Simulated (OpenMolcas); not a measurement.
Ce3+ among 6 point charges of -0.5 e arranged as a trigonal antiprism (D3d), with a polar angle of 47.1° against the regular 54.74°.

```yaml
Program: OpenMolcas
Method: CASSCF
Basis: ANO-RCC-VTZP [8s7p5d3f2g1h]
Scalar_Hamiltonian: DKH2, point nucleus
Active_space: 1 electron in 7 orbitals (4f)
State_averaging: 2S+1 = 2 odd, 7 roots
Spin-orbit_coupling: state interaction with AMFI integrals over the reference wave functions
```

All point charges move together. At R = 2.86 Å the width of the lowest J multiplet is 345 cm-1, and at R = 3.24 Å it is 235 cm-1.

**Question.** A third run gives 403 cm-1. What distance was it run at?

**Answer.** With a power law R^-n the two known points give n = -ln(235 / 345) / ln(3.24 / 2.86) = 3.08. Then R = 2.86 × (345 / 403)^(1/3.08) = 2.719 Å. The run was at 2.72 Å, so the estimate is off by -0.001 Å.

This is an electrostatic model: the charges have no orbitals. No measured value stands beside these numbers.
